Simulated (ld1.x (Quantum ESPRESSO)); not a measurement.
**Before and after: PAW potential for Ti (Z = 22)**

ld1.x (Quantum ESPRESSO) 7.5 input, shortened:

```
&input
   title='Ti', zed=22., rel=1, dft='PBE', iswitch=3,
   config='[Ar] 3d2 4s1.75 4p0.25'
 /
 &inputp
   pseudotype=3, lpaw=.true., tm=.true., lloc=-1, rcloc=2.25,
   nlcc=.true., new_core_ps=.true., rcore=2.50,
   which_augfun='BESSEL', rmatch_augfun=1.85
 /
6
4S  1  0   1.75   0.00  2.75  3.35  0.0
4S  1  0   0.00   1.80  2.75  3.35  0.0
4P  2  1   0.25   0.00  3.45  3.65  0.0
4P  2  1   0.00   0.30  3.45  3.65  0.0
3D  3  2   2.00   0.00  2.45  2.70  0.0
3D  3  2   0.00   0.15  2.45  2.70  0.0
 &test
   configts(1)='3d2 4s1.75 4p0.25'
 /
```

All-electron outer shells of the reference configuration (PBE, scalar-relativistic, ld1.x):

| shell | level (eV) | outermost node (bohr) | outermost maximum (bohr) |
| --- | --- | --- | --- |
| 3s | -62.98 | 0.40 | 0.87 |
| 3p | -39.21 | 0.37 | 0.90 |
| 4s | -4.67 | 1.24 | 2.92 |
| 3d | -4.58 | – | 0.98 |
| 4p | -1.63 | 1.39 | 3.80 |

Change: functional LDA (PZ).

Cutoffs: the cutoffs (Ry, on a coarse ladder) from which the occupation-weighted sum of valence levels, in a spherical-Bessel basis at the reference potential, stays within 10 and 1 mRy of its value at 400 Ry; they do not see the model core or the augmentation charge, which bear on the density cutoff. Errors are all-electron minus pseudo energies relative to the spin-unpolarised reference configuration.

Problem. Predict the effect on cutoff, ghosts and configuration errors.

Solution. The potential gets neither clearly harder nor softer (12 Ry and 15 Ry → 12 Ry and 15 Ry); of the 7 tests that both files solve, the error grows in 1 and shrinks in 1 by more than 15 % and 0.3 meV (median size 4.2 → 4.3 meV); the range in which the s phases agree narrows (upper end at the end of the scan → 2.0); neither file shows a bound ghost.

```tsv
quantity	base	changed
cutoff, loose	12 Ry	12 Ry
cutoff, tight	15 Ry	15 Ry
bound ghosts	none	none
tests with a reliable result	7 of 7	7 of 9 (the test run stopped)
error for 3d2 4s2 4p0, meV [ΔE -0.75 → -0.77 eV]	0.0	0.0
error for 3d2 4s1 4p0, meV [ΔE 6.59 → 6.77 eV]	-1.3	-0.7
error for 3d2 4s0 4p0, meV [ΔE 20.16 → 20.57 eV]	-12	-16
error for 3d2 4s1 4p1, meV [ΔE 2.32 → 2.37 eV]	-0.5	-0.4
error for 3d2.5 4s1.5 4p0, meV [ΔE -0.40 → -0.45 eV]	-33	-29
error for 3d1 4s2 4p0, meV [ΔE 8.99 → 9.21 eV]	-257	-241
error for 3d2 4s0 4p1, meV [ΔE 10.37 → 10.61 eV]	-4.2	-4.3
s: phases at 3.97 bohr within 0.05 rad from the reference energy up to (Ry; the scan ends near 5)	to the end of the scan	2.0
p: phases at 3.97 bohr within 0.05 rad from the reference energy up to (Ry; the scan ends near 5)	1.7	1.7
d: phases at 3.97 bohr within 0.05 rad from the reference energy up to (Ry; the scan ends near 5)	2.9	3.0
lowest overlap eigenvalue by channel	s 0.64, p 0.57, d 0.33	s 0.64, p 0.59, d 0.32
```
